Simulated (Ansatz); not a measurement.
The lowest singlet and triplet of CF2 (SMILES F[C]F); geometries from B3LYP-D3(BJ)/def2-TZVP, each state relaxed from the structure named, with no frequency check.
Singlet at the triplet's geometry (charge 0, multiplicity 1):
| atom | x (Å) | y (Å) | z (Å) |
|---|---|---|---|
| F | -1.1387 | -0.1668 | 0.0000 |
| C | -0.0005 | 0.4971 | 0.0000 |
| F | 1.1390 | -0.1646 | 0.0000 |

A positive gap puts the triplet lower; no zero-point energy. R- takes a restricted singlet. U- takes an unrestricted singlet (broken symmetry where lower, unprojected). The triplet is unrestricted in single-reference levels.

Correlated levels freeze the cores.

Programs: Ansatz (Gaussian basis) for Hartree–Fock, density functionals and correlated methods. 

```tsv
level	gap E(singlet) − E(triplet), vertical, at the triplet's geometry (kcal/mol)
U-HF/cc-pVDZ (spin-contaminated)	-21.71
R-B3LYP/def2-TZVPP	-42.33
U-wB97M-V/def2-TZVPP	-49.33
U-B2PLYP/def2-TZVPP	-42.73
U-SCS-MP2/cc-pVDZ (spin-contaminated)	-37.89
R-SCS-MP2/cc-pVTZ	-47.24
U-CCSD/cc-pVDZ (spin-contaminated)	-42.06
R-CCSD/cc-pVQZ	-43.58
R-CCSDT(Q)/cc-pVDZ	[?]
```

Problem. What belongs in the gaps?

Solution. 
- R-CCSDT(Q)/cc-pVDZ, gap E(singlet) − E(triplet), vertical, at the triplet's geometry (kcal/mol): -45.23

Doubts at one or more of the structures used: a restricted determinant that unrestricted orbitals would lower (R-SCS-MP2/cc-pVTZ, R-CCSD/cc-pVQZ, R-CCSDT(Q)/cc-pVDZ); T1 above 0.05 (U-CCSD/cc-pVDZ (spin-contaminated)).

Ansatz is a quantum-chemistry and plane-wave program.
